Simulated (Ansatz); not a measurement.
The cluster Li2Cl2⁺, 4 atoms. Hardware: 4 threads of Arm Neoverse N1 on a shared host.

Correlated methods freeze 10 core orbitals; core or outer-core shells of Li are correlated, in sets that lack core-valence functions.

Problem. How many basis functions does each of these Ansatz runs have, and roughly what does it cost? ωB97X-V/def2-TZVP, charge 1 doublet, energy, from earlier orbitals; PBE with 50 % exact exchange/def2-TZVP, charge 1 quartet, energy, from earlier orbitals; PBE0-D4/def2-TZVP, charge 0 singlet at the geometry of the charge 1 doublet, energy; PBE with 15 % exact exchange/def2-TZVP, charge 1 doublet, energy, from earlier orbitals; MP2/def2-TZVP, charge 1 quartet, energy, from earlier orbitals; HF/STO-3G, charge 1 quartet, energy; PBE-D4/def2-SVP, charge 1 doublet, energy, from earlier orbitals; RPA@PBE/def2-TZVP, charge 1 quartet, energy, from earlier orbitals; CAM-B3LYP-D4/def2-TZVP, charge 1 doublet, energy, from earlier orbitals; PBE-D4/def2-TZVP, charge 1 doublet, energy, from earlier orbitals; r2SCAN-D4/def2-TZVP, charge 0 triplet at the geometry of the charge 1 doublet, energy, from earlier orbitals; PBE with 5 % exact exchange/def2-TZVP, charge 1 quartet, energy, from earlier orbitals.

Solution. Other jobs shared the machine, so times can vary by a factor of up to 3. A dash marks memory too small to be measured apart from the calling script's.

```json
{"run": "HF/STO-3G, charge 1 quartet, energy", "functions": "28", "fitting or Cholesky vectors": "314", "wall time": "0.25 s", "peak host memory (GiB)": "–"}
{"run": "PBE-D4/def2-SVP, charge 1 doublet, energy, from earlier orbitals", "functions": "54", "fitting or Cholesky vectors": "662", "wall time": "1 s", "peak host memory (GiB)": "–"}
{"run": "PBE0-D4/def2-TZVP, charge 0 singlet at the geometry of the charge 1 doublet, energy", "functions": "102", "fitting or Cholesky vectors": "794", "wall time": "1.1 s", "peak host memory (GiB)": "–"}
{"run": "MP2/def2-TZVP, charge 1 quartet, energy, from earlier orbitals", "functions": "102", "fitting or Cholesky vectors": "723", "wall time": "1.2 s", "peak host memory (GiB)": "–"}
{"run": "PBE-D4/def2-TZVP, charge 1 doublet, energy, from earlier orbitals", "functions": "102", "fitting or Cholesky vectors": "770", "wall time": "1.6 s", "peak host memory (GiB)": "–"}
{"run": "PBE with 15 % exact exchange/def2-TZVP, charge 1 doublet, energy, from earlier orbitals", "functions": "102", "fitting or Cholesky vectors": "784", "wall time": "1.8 s", "peak host memory (GiB)": "–"}
{"run": "PBE with 5 % exact exchange/def2-TZVP, charge 1 quartet, energy, from earlier orbitals", "functions": "102", "fitting or Cholesky vectors": "770", "wall time": "2 s", "peak host memory (GiB)": "–"}
{"run": "CAM-B3LYP-D4/def2-TZVP, charge 1 doublet, energy, from earlier orbitals", "functions": "102", "fitting or Cholesky vectors": "784", "wall time": "2.2 s", "peak host memory (GiB)": "–"}
{"run": "RPA@PBE/def2-TZVP, charge 1 quartet, energy, from earlier orbitals", "functions": "102", "fitting or Cholesky vectors": "723", "wall time": "2.4 s", "peak host memory (GiB)": "–"}
{"run": "r2SCAN-D4/def2-TZVP, charge 0 triplet at the geometry of the charge 1 doublet, energy, from earlier orbitals", "functions": "102", "fitting or Cholesky vectors": "770", "wall time": "4.3 s", "peak host memory (GiB)": "–"}
{"run": "ωB97X-V/def2-TZVP, charge 1 doublet, energy, from earlier orbitals", "functions": "102", "fitting or Cholesky vectors": "784", "wall time": "4.9 s", "peak host memory (GiB)": "–"}
{"run": "PBE with 50 % exact exchange/def2-TZVP, charge 1 quartet, energy, from earlier orbitals", "functions": "102", "fitting or Cholesky vectors": "836", "wall time": "5 s", "peak host memory (GiB)": "–"}
```
